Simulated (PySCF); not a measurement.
SMILES O[SiH2][Si](Cl)(Cl)Cl (H3Cl3OSi2) (PBE0/def2-SVP optimised geometry):

```
9

O     -1.272    -1.027     3.223
Si    -1.620    -1.992     1.912
Si    -0.715    -0.987     0.000
Cl     1.343    -0.987     0.000
Cl    -1.365    -1.879    -1.738
Cl    -1.343     0.987     0.000
H     -1.517    -0.098     3.153
H     -0.996    -3.317     2.157
H     -3.088    -2.142     1.663
```

Level of theory: PBE0/def2-TZVP in PySCF.

Task: What are the frontier orbital energies and the dipole moment?

Result: HOMO-2 -9.52 eV, HOMO-1 -9.29 eV, HOMO -8.28 eV, LUMO -1.12 eV, LUMO+1 -0.53 eV; dipole moment 1.31 D.

Meta-Löwdin charges at PBE0/def2-TZVP: O1 -0.74, Si2 0.65, Si3 0.72, Cl4 -0.26, Cl5 -0.27, Cl6 -0.28, H7 0.36, H8 -0.08, H9 -0.10.
